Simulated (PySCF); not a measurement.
SMILES [NH][Si](C)(C)C (C3H10NSi), doublet, GFN2-xTB optimised geometry.

```
15

C     -1.11    -1.14     1.28
Si    -0.06    -0.20     0.00
C     -0.61    -0.75    -1.77
C     -0.61     1.65     0.00
N      1.61    -0.20     0.00
H     -2.18    -1.03     1.11
H     -0.91    -0.78     2.29
H     -0.89    -2.20     1.26
H     -0.03    -0.22    -2.51
H     -1.66    -0.54    -1.91
H     -0.44    -1.81    -1.88
H     -1.67     1.73    -0.24
H     -0.44     2.08     0.98
H     -0.03     2.20    -0.73
H      2.18    -0.69     0.67
```

Density from PySCF with unrestricted PBE0/def2-TZVP at that geometry.

Minimum of the electron density along straight lines between bonded atoms, close to the bond critical point (lines longer than 1.1 times the sum of covalent radii, or with two minima, are not listed):

| bond | length / Å | ρ at the minimum / e bohr⁻³ | ∇²ρ there / e bohr⁻⁵ | position (fraction from the first atom) |
|---|---|---|---|---|
| C1–Si2 | 1.910 | 0.115 | 0.15 | 0.61 |
| Si2–C3 | 1.935 | 0.110 | 0.12 | 0.39 |
| Si2–C4 | 1.935 | 0.110 | 0.12 | 0.39 |
| Si2–N5 | 1.664 | 0.149 | 0.74 | 0.41 |
| C1–H6 | 1.087 | 0.274 | -0.91 | 0.64 |
| C1–H7 | 1.087 | 0.274 | -0.91 | 0.64 |
| C1–H8 | 1.087 | 0.274 | -0.91 | 0.64 |
| C3–H9 | 1.081 | 0.279 | -0.95 | 0.64 |
| C3–H10 | 1.083 | 0.276 | -0.93 | 0.64 |
| C3–H11 | 1.082 | 0.277 | -0.93 | 0.64 |
| C4–H12 | 1.083 | 0.276 | -0.93 | 0.64 |
| C4–H13 | 1.082 | 0.277 | -0.93 | 0.64 |
| C4–H14 | 1.081 | 0.279 | -0.95 | 0.64 |
| N5–H15 | 1.007 | 0.340 | -1.72 | 0.74 |
